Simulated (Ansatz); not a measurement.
Ansatz (an electronic-structure program) input (r2SCAN0/def2-TZVPD):

Ansatz 0.2 input:
```yaml
crystal:
  periodic: [false, false, false]
  atoms:
    - {symbol: C, position_ang: [-2.05133766, 0.01755950, 0.23772122]}
    - {symbol: O, position_ang: [-0.86943340, -0.58400335, 0.51207237]}
    - {symbol: Ge, position_ang: [0.66110319, 0.09982605, -0.16350474]}
    - {symbol: H, position_ang: [-2.07795316, 1.08984367, 0.06901913]}
    - {symbol: H, position_ang: [-2.92452193, -0.50626614, 0.60095997]}
    - {symbol: H, position_ang: [0.68080158, 1.60457460, 0.15976463]}
    - {symbol: H, position_ang: [1.76233563, -0.67728206, 0.56143030]}
    - {symbol: H, position_ang: [0.66752905, -0.13863368, -1.68192887]}
basis:
  gaussian:
    orbitals: def2-TZVPD
hamiltonian:
  xc: {name: r2SCAN0}
magnetization: {spin_polarized: true, initial_magnetization: 1}
output: {forces: true}
```

End of the output:

```
integrals: 0.09 GiB planned
1039 factors; their error is unknown
0.31 GiB of the device are held for the grids
0.99 GiB of device memory are held for the factors and their scratch space
mean field: 0.91 GiB planned
mean field evaluation 1: about -59676.8638 eV, gradient 3.1e1 eV
mean field evaluation 2: about -59672.6099 eV, gradient 4.6e1 eV
mean field evaluation 4: about -59680.3020 eV, gradient 2.2e0 eV
mean field evaluation 8: about -59680.3277 eV, gradient 8.7e-2 eV
mean field evaluation 16: about -59680.5573 eV, gradient 3.1e-4 eV
mean field -59680.55734978 eV, -2193.2200296696 hartree, gradient 6.7e-5 eV, S^2 0.757040; 0 other end points of the search recorded, 0 dependent functions left out
the calculation of the forces begins
reference -59680.55736239 eV, -2193.2200301330 hartree; 26, 25 occupied and 150, 151 virtual orbitals, 1039 factors
Total energy: -59680.55736239 eV, -2193.2200301330 hartree
Atom 0 at    -2.051338     0.017559     0.237721 Å, force     0.241589    -0.069483     0.063353 eV/Å
Atom 1 at    -0.869433    -0.584003     0.512072 Å, force     0.189701     0.322191    -0.241329 eV/Å
Atom 2 at     0.661103     0.099826    -0.163505 Å, force    -0.402835    -0.144291     0.152066 eV/Å
Atom 3 at    -2.077953     1.089844     0.069019 Å, force     0.012195    -0.107084     0.018139 eV/Å
Atom 4 at    -2.924522    -0.506266     0.600960 Å, force     0.094395     0.054270    -0.043813 eV/Å
Atom 5 at     0.680802     1.604575     0.159765 Å, force    -0.008720    -0.168522    -0.033166 eV/Å
Atom 6 at     1.762336    -0.677282     0.561430 Å, force    -0.123097     0.088700    -0.083937 eV/Å
Atom 7 at     0.667529    -0.138634    -1.681929 Å, force    -0.003228     0.024218     0.168688 eV/Å
Dipole moment:     0.230121     0.193807    -0.088676 e Å
```

It need not be the lowest isomer of its formula.
